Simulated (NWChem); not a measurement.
CH2Cl2O2Si; SMILES O[Si](Cl)(Cl)C=O

Program: NWChem. Structure relaxed at the B3LYP/6-31G* (spherical d) level. Level: PBE0/def2-SVP with SMD, gas-phase geometry; reactions with the solvents are ignored. One conformer.

| SMD term (kcal/mol) | water | chloroform |
|---|---|---|
| distortion of the solute's density | 1.16 | 0.40 |
| polarisation | -8.70 | -4.49 |
| cavity, dispersion and structure | 3.75 | -1.06 |

Question: Sum the solvation free energies, find the transfer free energy from water to chloroform and the partition coefficient at 298.15 K.

Answer: 
1. ΔG(solv, water) = -3.79 kcal/mol and ΔG(solv, chloroform) = -5.15 kcal/mol (1 M gas to 1 M solution).
2. Transfer: -5.15 − (-3.79) = -1.36 kcal/mol.
3. log₁₀ K(chloroform/water) = −ΔG/(RT ln 10) = 1.36/1.364 = 1.0, so the model puts more of the solute in chloroform.
4. Of the transfer energy, 3.45 kcal/mol is electrostatic and -4.81 comes from the non-electrostatic term. The two phases are taken as the pure solvents.
